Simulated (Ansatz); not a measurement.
Cl3Te, doublet, at a GFN2-xTB geometry (the spin is typed, not shown lowest) (all electrons, no relativity); Ansatz (a program for electronic structure) with B3LYP/STO-3G.

Ansatz was given this input:
Ansatz 0.2 input:
```yaml
crystal:
  periodic: [false, false, false]
  atoms:
    - {symbol: Te, position_ang: [0.24251408, 0.09021167, 0.37458785]}
    - {symbol: Cl, position_ang: [2.09821989, -0.02188028, -1.22814728]}
    - {symbol: Cl, position_ang: [-1.70711670, -0.93683014, 1.45583415]}
    - {symbol: Cl, position_ang: [-1.13291096, 0.68276885, -1.37348501]}
basis:
  gaussian:
    orbitals: STO-3G
hamiltonian:
  xc: b3lyp
magnetization: {spin_polarized: true, initial_magnetization: 1}
```

What the program printed (banner, timings and long lists left out):

```
Functional definition: B3LYP
580 factors; integrals over basis functions are off by at most 1.5e-5 eV
mean field evaluation 1: about -215369.2617 eV, gradient 1.4e1 eV
mean field evaluation 2: about -215367.9087 eV, gradient 1.9e1 eV
mean field evaluation 4: about -215372.5664 eV, gradient 8.0e-1 eV
mean field evaluation 8: about -215372.5820 eV, gradient 4.7e-3 eV
mean field evaluation 16: about -215372.5820 eV, gradient 1.5e-5 eV
mean field -215372.58201832 eV, -7914.7964043938 hartree, gradient 1.5e-5 eV, S^2 0.754067; 0 other end points of the search recorded, 0 dependent functions left out
reference -215372.58220061 eV, -7914.7964110931 hartree; 52, 51 occupied and 2, 3 virtual orbitals, 580 factors
Total energy: -215372.58220061 eV, -7914.7964110931 hartree
```
